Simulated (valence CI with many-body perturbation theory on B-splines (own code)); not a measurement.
# Ga¹⁸⁺: electric-dipole lines

Calculated by valence CI with perturbative core correlation (CI+MBPT): three valence electrons over a frozen Dirac-Fock core [Ne], radial functions for each j: 11 s, 11 p, 10 d, 8 f, 5 g, 2 h, with the one-electron correlation potential Σ1, the two-electron term Σ2, the three-electron term Σ3, Breit, model QED; selected CI, second order for the rest, scaled by the run's own slope (own B-spline code, finite nucleus).

No measured spectrum was set against this ion. As an estimate, levels of excited configurations hold to 0.05 to 0.15 % of their energy, terms of the ground configuration to about 0.5 %.

Lines 201 to 250 of 582 in falling wavelength, among levels below 2791400 cm⁻¹, chosen from the strongest by gf and those to the six lowest levels. Wavelengths and rates use the calculated energies, so an error of 400 cm⁻¹ moves a line at 19.83 nm by 0.079 % and its rate by three times that or more. Electric multipoles are in the length gauge, E1 and E2 with the static RPA response of the core. Weak lines are less certain than strong ones. Lines between different terms over intervals too small for the method are left out, as are lines whose strength nearly cancels. The highest levels of a list are the least certain.

Names give the largest LS component (configuration and term), which can be under half, so a name can repeat, a term be missing and a line seem to break the LS rules; names also repeat where a configuration has a term twice. Letters in brackets count levels of one name in rising energy.

| λ vac (nm) | Upper | Lower | A (s⁻¹) | S (a.u.) with core polarisation | S without |
| --- | --- | --- | --- | --- | --- |
| 19.83 | 3s3p3d ²D°_5/2 [b] | 3s²3d ²D_5/2 | 3.08e+10 | 7.11e-01 | 7.35e-01 |
| 19.80 | 3s3p3d ²P°_3/2 [b] | 3s²3d ²D_5/2 | 2.30e+10 | 3.52e-01 | 3.64e-01 |
| 19.79 | 3s3p3d ²D°_3/2 [b] | 3s²3d ²D_3/2 | 1.07e+10 | 1.63e-01 | 1.69e-01 |
| 19.75 | 3p3d² ²P°_3/2 [a] | 3p²3d ²S_1/2 | 6.10e+09 | 9.28e-02 | 9.56e-02 |
| 19.70 | 3p3d² ²P°_3/2 [a] | 3p²3d ²P_3/2 [b] | 7.08e+09 | 1.07e-01 | 1.10e-01 |
| 19.67 | 3p3d² ²F°_7/2 [a] | 3p²3d ²G_9/2 | 3.18e+09 | 9.57e-02 | 9.86e-02 |
| 19.65 | 3p3d² ²F°_7/2 [c] | 3p²3d ²D_5/2 [c] | 2.40e+10 | 7.20e-01 | 7.42e-01 |
| 19.65 | 3p²3d ²F_5/2 [b] | 3s3p3d ²D°_3/2 [a] | 1.35e+10 | 3.03e-01 | 3.12e-01 |
| 19.59 | 3s3d² ²D_3/2 | 3s3p3d ²F°_5/2 [b] | 1.21e+10 | 1.79e-01 | 1.85e-01 |
| 19.58 | 3p³ ⁴S°_3/2 | 3s3p² ⁴P_1/2 | 8.51e+09 | 1.26e-01 | 1.30e-01 |
| 19.58 | 3d³ ²F_7/2 | 3p3d² ²G°_9/2 [b] | 8.88e+09 | 2.63e-01 | 2.71e-01 |
| 19.57 | 3p²3d ²P_3/2 [b] | 3s3p3d ²D°_3/2 [a] | 7.55e+09 | 1.12e-01 | 1.15e-01 |
| 19.57 | 3s3p3d ²P°_3/2 [b] | 3s²3d ²D_3/2 | 2.31e+10 | 3.42e-01 | 3.53e-01 |
| 19.55 | 3p3d² ²F°_7/2 [a] | 3p²3d ⁴P_5/2 | 1.20e+10 | 3.56e-01 | 3.66e-01 |
| 19.53 | 3d³ ²F_5/2 | 3p3d² ²F°_5/2 [d] | 4.26e+09 | 9.40e-02 | 9.68e-02 |
| 19.49 | 3s3d² ²G_7/2 | 3s3p3d ²F°_5/2 [b] | 4.88e+10 | 1.43e+00 | 1.47e+00 |
| 19.47 | 3s3p² ²P_3/2 | 3s²3p ²P°_3/2 | 4.98e+10 | 7.26e-01 | 7.50e-01 |
| 19.47 | 3d³ ²D_5/2 [a] | 3p3d² ²D°_5/2 [a] | 3.25e+10 | 7.10e-01 | 7.31e-01 |
| 19.38 | 3s3d² ²D_3/2 | 3s3p3d ²P°_1/2 [a] | 7.85e+09 | 1.13e-01 | 1.16e-01 |
| 19.37 | 3s3d² ²D_5/2 | 3s3p3d ²F°_7/2 [b] | 7.91e+09 | 1.70e-01 | 1.75e-01 |
| 19.35 | 3d³ ²G_7/2 | 3p3d² ²F°_5/2 [c] | 1.57e+10 | 4.48e-01 | 4.62e-01 |
| 19.35 | 3s3p3d ⁴P°_5/2 | 3s3p² ²D_3/2 | 1.46e+08 | 3.14e-03 | 3.25e-03 |
| 19.29 | 3p3d² ²F°_5/2 [d] | 3p²3d ²D_3/2 [b] | 4.81e+10 | 1.02e+00 | 1.05e+00 |
| 19.28 | 3d³ ²H_9/2 | 3p3d² ²F°_7/2 [b] | 2.73e+09 | 9.66e-02 | 9.95e-02 |
| 19.26 | 3d³ ²D_3/2 [a] | 3p3d² ²D°_3/2 [b] | 1.88e+10 | 2.65e-01 | 2.73e-01 |
| 19.26 | 3s3d² ²G_9/2 | 3s3p3d ²F°_7/2 [b] | 5.30e+10 | 1.87e+00 | 1.92e+00 |
| 19.24 | 3p3d² ²D°_5/2 [b] | 3s3d² ²D_5/2 | 7.53e+09 | 1.59e-01 | 1.64e-01 |
| 19.21 | 3p3d² ²D°_3/2 [c] | 3s3d² ²D_3/2 | 9.59e+09 | 1.34e-01 | 1.38e-01 |
| 19.20 | 3d³ ⁴F_3/2 | 3p3d² ⁴D°_1/2 [b] | 1.66e+10 | 2.32e-01 | 2.39e-01 |
| 19.20 | 3p²3d ²F_7/2 [a] | 3p³ ²D°_5/2 | 4.96e+09 | 1.39e-01 | 1.43e-01 |
| 19.20 | 3s3p3d ⁴D°_3/2 | 3s3p² ²D_3/2 | 1.67e+09 | 2.33e-02 | 2.40e-02 |
| 19.08 | 3p3d² ²P°_1/2 [a] | 3p²3d ²S_1/2 | 1.94e+10 | 1.33e-01 | 1.37e-01 |
| 19.07 | 3p3d² ⁴D°_7/2 [a] | 3p²3d ²D_5/2 [a] | 3.44e+09 | 9.42e-02 | 9.71e-02 |
| 19.02 | 3p²3d ²F_7/2 [b] | 3s3p3d ²D°_5/2 [a] | 1.55e+10 | 4.22e-01 | 4.35e-01 |
| 19.02 | 3p²3d ²D_5/2 [b] | 3s3p3d ²D°_5/2 [a] | 5.12e+09 | 1.04e-01 | 1.08e-01 |
| 19.02 | 3d³ ⁴F_5/2 | 3p3d² ⁴D°_3/2 | 1.95e+10 | 3.97e-01 | 4.09e-01 |
| 18.99 | 3d³ ⁴F_7/2 | 3p3d² ⁴D°_5/2 [b] | 2.57e+10 | 6.97e-01 | 7.17e-01 |
| 18.99 | 3d³ ²D_5/2 [a] | 3p3d² ²D°_3/2 [b] | 9.47e+09 | 1.92e-01 | 1.98e-01 |
| 18.98 | 3d³ ⁴P_1/2 | 3p3d² ⁴S°_3/2 | 1.49e+10 | 1.01e-01 | 1.04e-01 |
| 18.97 | 3p3d² ²F°_5/2 [b] | 3p²3d ²G_7/2 | 4.63e+09 | 9.35e-02 | 9.64e-02 |
| 18.97 | 3d³ ²D_5/2 [b] | 3p3d² ²D°_5/2 [b] | 1.52e+10 | 3.08e-01 | 3.17e-01 |
| 18.97 | 3d³ ⁴P_3/2 | 3p3d² ⁴S°_3/2 | 1.95e+10 | 2.62e-01 | 2.70e-01 |
| 18.94 | 3d³ ²D_3/2 [b] | 3p3d² ²D°_3/2 [c] | 8.70e+09 | 1.17e-01 | 1.20e-01 |
| 18.86 | 3d³ ⁴F_9/2 | 3p3d² ⁴D°_7/2 [b] | 3.58e+10 | 1.18e+00 | 1.22e+00 |
| 18.84 | 3p3d² ²G°_9/2 [a] | 3p²3d ²G_9/2 | 3.62e+09 | 1.20e-01 | 1.23e-01 |
| 18.83 | 3d³ ⁴P_5/2 | 3p3d² ⁴S°_3/2 | 2.87e+10 | 5.66e-01 | 5.83e-01 |
| 18.81 | 3s3p3d ⁴F°_5/2 | 3s3p² ⁴P_5/2 | 4.66e+08 | 9.18e-03 | 9.46e-03 |
| 18.80 | 3d³ ²P_3/2 | 3p3d² ²D°_3/2 [b] | 1.01e+10 | 1.33e-01 | 1.36e-01 |
| 18.79 | 3p²3d ²D_5/2 [a] | 3p³ ²P°_3/2 | 9.96e+09 | 1.96e-01 | 2.02e-01 |
| 18.76 | 3s3d² ²F_5/2 | 3s3p3d ²P°_3/2 [b] | 1.45e+10 | 2.83e-01 | 2.92e-01 |
